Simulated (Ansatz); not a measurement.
Start from `[NH]1[AlH][GeH2]1` and change one atom or group to get `[OH][GeH]1[NH][AlH]1`.

Ansatz, PBE0-D4/def2-TZVP geometries, multiplicity 1. Each molecule was computed in one conformer, which needn't be the lowest.

Scalar relativity is left out up to krypton.

| property | `[NH]1[AlH][GeH2]1` |
| --- | --- |
| size of the dipole moment (B3LYP/def2-TZVPP) / D | 1.02 |
| HOMO–LUMO gap (PBE/def2-TZVPP) / eV | 3.87 |
| LUMO energy (PBE/def2-TZVPP) / eV | -1.78 |
| zero-point energy (PBE0-D4/def2-TZVP) / kJ/mol | 98.3 |
| HOMO energy (ωB97M-V/def2-TZVPP) / eV | -8.57 |
| HOMO–LUMO gap (ωB97M-V/def2-TZVPP) / eV | 9.18 |

Question: What does the change do to each property? (An estimate is asked.)

Answer: Computed: 
```json
{"property": "size of the dipole moment (B3LYP/def2-TZVPP) / D", "`[OH][GeH]1[NH][AlH]1`": "2.36", "shift": "1.34"}
{"property": "HOMO–LUMO gap (PBE/def2-TZVPP) / eV", "`[OH][GeH]1[NH][AlH]1`": "3.55", "shift": "-0.32"}
{"property": "LUMO energy (PBE/def2-TZVPP) / eV", "`[OH][GeH]1[NH][AlH]1`": "-1.98", "shift": "-0.20"}
{"property": "zero-point energy (PBE0-D4/def2-TZVP) / kJ/mol", "`[OH][GeH]1[NH][AlH]1`": "115.6", "shift": "17.3"}
{"property": "HOMO energy (ωB97M-V/def2-TZVPP) / eV", "`[OH][GeH]1[NH][AlH]1`": "-8.55", "shift": "0.02"}
{"property": "HOMO–LUMO gap (ωB97M-V/def2-TZVPP) / eV", "`[OH][GeH]1[NH][AlH]1`": "8.93", "shift": "-0.25"}
```

The zero-point energy changes by 17.3 kJ/mol with +3 modes. Dipoles are sizes alone; their direction can turn.

B3LYP here is the variant with VWN-RPA as its local correlation; programs differ in this.
